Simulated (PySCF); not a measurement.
Geometry:
```csv
atom,x (Å),y (Å),z (Å)
B1,1.140,0.323,0.454
O2,-0.043,-0.626,0.270
Si3,-1.425,-0.161,-0.384
F4,-2.453,-1.443,-0.465
H5,1.556,0.719,-0.661
H6,0.795,1.321,1.132
H7,2.052,-0.282,1.045
H8,-2.199,0.862,0.401
H9,-1.340,0.315,-1.808
```

Total charge -1.

Geometry: PBE0-D3(BJ)/def2-SVP; GIAO shifts from PySCF 2.14, gas phase, non-relativistic, averaged over equivalent atoms.

At PBE0/pcSseg-1 (100 basis functions, 5.9 s wall time on 1 thread of an Arm Neoverse V1, shared host):
```tsv
atoms	δ (ppm)
B1	-19.2
O2	47.8
Si3	-29.5
F4	-169.7
H8/H9	4.74
H5/H6/H7	2.77
```

Referencing at the same level of theory: 11B (100.73 ppm) against BF3·OEt2; 17O (334.56 ppm) against H2O; 29Si (351.99 ppm) and 1H (31.27 ppm) against TMS; CFCl3 for 19F (177.25 ppm).

Question: What do these become at B97-2/pcSseg-2?

Answer: 
```
   atoms  δ at B97-2/pcSseg-2  change
      B1                -18.1    +1.1
      O2                 44.9    -2.9
     Si3                -37.5    -8.0
      F4               -169.1    +0.6
   H8/H9                 4.77   +0.03
H5/H6/H7                 2.75   -0.02
```

Referencing at the same level of theory: 11B (σref 100.12) against BF3·OEt2; 17O (σref 326.24) vs H2O; 29Si (σref 347.59), 1H (σref 31.36) against TMS; 19F (σref 177.41) against CFCl3.

The largest change is at Si3 (silicon bonded to F, O, 2 H). Cost: 221 basis functions, 26 s wall time on 1 thread of an Arm Neoverse V1, shared host.

Unscaled 19F shifts against computed CFCl3 carry errors that often reach 10 to 50 ppm. Experimental scales use liquid or dissolved standards, which lie at an offset from isolated H2O (liquid H2O: subtract about 36 ppm).
